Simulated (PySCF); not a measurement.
## Be⁺ (beryllium, charge +1) across methods

[He] 3d1, 2D determinant (an excited configuration). Calculation: PySCF 2.14, in aug-cc-pCVQZ; the non-relativistic Hamiltonian (point nucleus).

```tsv
method	E (hartree)	mean ε 1s α (eV)	mean ε 1s β (eV)	mean ε 3d α (eV)	Σ⟨r²⟩ (bohr²)	⟨S²⟩
LC-wPBE	-13.8562	-131.83	-131.83	-6.306	26.17	0.750
r2SCAN	-13.8937	-128.12	-128.13	-4.805	26.48	0.750
PBE0	-13.8700	-131.49	-131.49	-5.256	26.22	0.750
TPSSh	-13.9036	-129.50	-129.50	-4.999	26.14	0.750
UHF	-13.83061	-147.83	-147.83	-5.969	26.70	0.750
M06-2X	-13.8978	-136.88	-136.88	-5.488	25.96	0.750
LDA	-13.6805	-124.41	-124.41	-4.682	26.58	0.750
PBE	-13.8669	-125.78	-125.77	-4.947	25.97	0.750
```

The outer electron is Rydberg-like, and this basis confines it to a smaller radius and binds it less than a complete one would.
